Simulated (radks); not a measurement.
Cs2+, configuration [Kr] 4d10 5s2 5p5.

Calculated with a radial shooting solver on a logarithmic mesh with Libxc functionals: Dirac Kohn-Sham, LDA (Slater exchange, Perdew-Wang correlation), spin-unpolarised, spherical densities, point nucleus; open shells fill j = l - 1/2 first.

Energy parts (hartree):
part                       energy
total                  -7783.1723
kinetic                 8286.9410
electron-nucleus      -18900.2640
Hartree                 3016.1521
exchange-correlation    -186.0014

Orbitals (lengths in bohr, moments of r in powers of bohr; r(90%) holds 90 % of the orbital's charge):
orbital  occ.  eigenvalue (hartree)      <r^4>      <r>  r(90%)  small-component weight
1s1/2       2             -1313.809  2.252e-06  0.02613  0.0470                4.11e-02
2s1/2       2             -206.5767  0.0003778   0.1118   0.173                8.85e-03
2p1/2       2             -194.4686  0.0002395  0.09407   0.154                8.89e-03
2p3/2       4             -181.5397  0.0002917  0.09996   0.162                8.41e-03
3s1/2       2             -43.42560    0.01593   0.2991   0.440                2.65e-03
3p1/2       2             -38.35869    0.01502   0.2890   0.435                2.60e-03
3p3/2       4             -35.88216    0.01747   0.3008   0.451                2.47e-03
3d3/2       4             -26.94604    0.01384   0.2715   0.426                2.35e-03
3d5/2       6             -26.41966    0.01450   0.2752   0.431                2.31e-03
4s1/2       2              -8.68855     0.4362   0.6949    1.00                7.92e-04
4p1/2       2              -6.86926     0.5284   0.7205    1.05                7.29e-04
4p3/2       4              -6.35933     0.6149   0.7484    1.09                6.86e-04
4d3/2       4              -3.39623      1.073   0.8302    1.26                5.44e-04
4d5/2       6              -3.31161      1.129   0.8407    1.27                5.32e-04
5s1/2       2              -1.57210      15.64    1.702    2.45                1.63e-04
5p1/2       2              -1.10890      27.04    1.931    2.82                1.27e-04
5p3/2       3              -1.04063      31.75    2.011    2.93                1.18e-04
5d3/2       0              -0.45886      152.3    2.908    4.36                5.62e-05
5d5/2       0              -0.45279      159.0    2.941    4.41                5.50e-05
6s1/2       0              -0.43751      451.7    3.993    5.68                3.67e-05
6p1/2       0              -0.32480      890.7    4.706    6.74                2.80e-05
6p3/2       0              -0.31222       1014    4.864    6.96                2.65e-05
4f5/2       0              -0.28087      105.6    2.050    3.87                1.46e-04
4f7/2       0              -0.27728      112.3    2.085    3.93                1.42e-04

The highest occupied level is 5p3/2 at -28.317 eV. Summed over all electrons, <r^2> = 43.45 bohr^2, which gives a Langevin (diamagnetic) susceptibility term of -34.4 x 10^-6 cm^3/mol. The density falls to 0.001 e/bohr^3 at r = 3.80 bohr.
